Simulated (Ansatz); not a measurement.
`[BH2][GaH][Se]C` + HCl → `C[Se][GaH][Cl]` + BH₃ at 700 K and 1 bar (cleavage of the Ga–B bond).

Program: Ansatz. Geometries: PBE0-D4/def2-TZVP. ΔE: electronic, gas phase. CCSD(T)/CBS is the MP2 limit (def2-TZVPP, def2-QZVPP) plus CCSD(T) − MP2 in def2-TZVPP, frozen cores. This one scheme is used for every species. For Ga, Se outer-core shells are correlated without core-valence functions, which leaves a few kJ/mol of doubt a bond. Scalar relativity is left out up to krypton. Each species was taken in one conformer, which may not be the lowest.

| species | CCSD(T)/CBS energy (Eh) | H − E (kJ/mol) | S (J/(mol·K)) |
| --- | --- | --- | --- |
| `[BH2][GaH][Se]C` | -4391.09380 | 249.8 | 498.9 |
| HCl | -460.38127 | 38.4 | 211.8 |
| `C[Se][GaH][Cl]` | -4824.97287 | 190.8 | 473.1 |
| BH₃ | -26.55200 | 96.5 | 225.0 |

H − E and S are ideal-gas, rigid-rotor, harmonic terms from PBE0-D4/def2-TZVP, for one conformer and one mirror image of each species. 1 Eh = 2625.50 kJ/mol, R = 8.31446 J/(mol·K).

Problem. By hand: ΔE, ΔH, ΔS and ΔG.

Solution. ΔE = (-4824.97287) + (-26.55200) − (-4391.09380) − (-460.38127) = -0.04980 Eh = -130.7 kJ/mol. Δ(H − E) = 190.8 + 96.5 − 249.8 − 38.4 = -0.9, so ΔH = -131.6 kJ/mol. ΔS = 473.1 + 225.0 − 498.9 − 211.8 = -12.6 J/(mol·K). ΔG = -131.6 − 700 × (-12.6)/1000 = -122.8 kJ/mol.

Problem. By hand: the equilibrium constant, and the temperature at which ΔG would vanish if ΔH and ΔS stayed fixed.

Solution. log₁₀ K = −ΔG/(RT ln 10) = 9.2. ΔG = 0 at ΔH/ΔS = 10444 K, far beyond where these terms or the molecules hold.

The number of gas molecules stays the same, so ΔS is small and ΔH decides. A doubt of 5 kJ/mol in ΔE shifts log₁₀ K by 0.4 here. Other conformers and mirror images would add mixing entropy, several J/(mol·K) or more a flexible species. Modes under 60 cm⁻¹, often nearly free rotors, make the harmonic entropy too high. These are equilibria of isolated gas molecules and say nothing of rates. Largest T1 diagnostic: 0.012 (customary marks: 0.02 for closed shells, 0.045 for open ones).
